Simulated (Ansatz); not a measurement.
`[Cl][GeH]` + H₂S → `[SH][GeH]` + HCl at 700 K and 1 bar (ligand exchange at a Ge–Cl bond).

Computed with Ansatz on PBE0-D4/def2-TZVP structures; ΔE is electronic, products minus reactants. CCSD(T)/CBS is the MP2 limit (def2-TZVPP, def2-QZVPP) plus CCSD(T) − MP2 in def2-TZVPP, frozen cores. This one scheme is used for every species. For Ge outer-core shells are correlated without core-valence functions, which leaves a few kJ/mol of doubt a bond. Scalar relativity is left out up to krypton.

```csv
species,CCSD(T)/CBS energy (Eh),H − E (kJ/mol),S (J/(mol·K))
`[Cl][GeH]`,-2536.49422,48.2,304.3
H₂S,-398.97279,64.8,236.9
`[SH][GeH]`,-2475.08182,77.6,321.3
HCl,-460.38127,38.4,211.8
```

H − E and S are ideal-gas, rigid-rotor, harmonic terms from PBE0-D4/def2-TZVP. 1 Eh = 2625.50 kJ/mol, R = 8.31446 J/(mol·K).

By hand: ΔE, ΔH, ΔS and ΔG.

ΔE = (-2475.08182) + (-460.38127) − (-2536.49422) − (-398.97279) = 0.00392 Eh = 10.3 kJ/mol. Δ(H − E) = 77.6 + 38.4 − 48.2 − 64.8 = 3.0, so ΔH = 13.3 kJ/mol. ΔS = 321.3 + 211.8 − 304.3 − 236.9 = -8.1 J/(mol·K). ΔG = 13.3 − 700 × (-8.1)/1000 = 19.0 kJ/mol.

By hand: the equilibrium constant, and the temperature at which ΔG would vanish if ΔH and ΔS stayed fixed.

log₁₀ K = −ΔG/(RT ln 10) = -1.4. ΔH and −TΔS have one sign here, so there is no such temperature.

TΔS isn't small against ΔH here. A doubt of 5 kJ/mol in ΔE shifts log₁₀ K by 0.4 here. These are equilibria of isolated gas molecules and say nothing of rates. Largest T1 diagnostic: 0.015 (customary marks: 0.02 for closed shells, 0.045 for open ones).
